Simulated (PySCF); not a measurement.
Nuclear quadrupole coupling in `CC(=C=O)OC(F)F`

Compound: C₄H₄F₂O₂.
Z-matrix (Å and degrees, GFN2-xTB geometry), rows numbered from 1:
```
C 
C   1  1.5031
C   2  1.3040  1  122.07
O   3  1.1664  2  174.27  1   -44.42
O   2  1.4082  1  114.17  3   175.35
C   5  1.3455  2  115.41  1   158.77
F   6  1.3361  5  108.24  2  -169.14
F   6  1.3617  5  111.78  2    74.21
H   1  1.0883  2  109.63  3  -117.42
H   1  1.0855  2  110.09  3     3.06
H   1  1.0885  2  109.54  3   123.55
H   6  1.1091  5  114.58  2   -47.09
```

Field gradients from the B3LYP/pcJ-1 density (PySCF, non-relativistic), principal values in atomic units, ordered |Vxx| ≤ |Vyy| ≤ |Vzz|:

| atom | Vxx | Vyy | Vzz |
| --- | --- | --- | --- |
| O4 | 0.3475 | 1.0565 | -1.4041 |
| O5 | -0.0802 | -1.8507 | 1.9308 |

Task: Find the asymmetry η = (Vxx − Vyy)/Vzz and the couplings χ = eQV/h (234.96 MHz × Q in barn × V in au), with Q(17O) = −0.0256 b.

Result: 
```json
{"atom": "O4", "environment": "oxygen bonded to C", "nucleus": "17O", "η": "0.50", "χzz (MHz)": "8.45", "χxx (MHz)": "-2.09", "χyy (MHz)": "-6.36"}
{"atom": "O5", "environment": "ether oxygen", "nucleus": "17O", "η": "0.92", "χzz (MHz)": "-11.61", "χxx (MHz)": "0.48", "χyy (MHz)": "11.13"}
```

At O5 η is above 0.9: Vyy and Vzz are nearly equal in size and opposite in sign, so a small change could swap them and flip the sign of χzz. The tensor is traceless: Vxx + Vyy + Vzz = 0.

Task: What is Vzz at O5 in SI units (1 au = 9.71736 × 10²¹ V/m²)?

Result: 1.9308 au = 18.763 × 10²¹ V/m².

Were the hydrogens deuterons (Q(2H) = 0.00286 b), χzz would run from 162 kHz (H12) to 204 kHz (H10).

Geometry: GFN2-xTB, one conformer, isolated molecule. GFN2-xTB bond lengths can be off by several hundredths of an ångström, more for odd bonds, and the gradients follow them. The small basis limits the accuracy of the gradients.
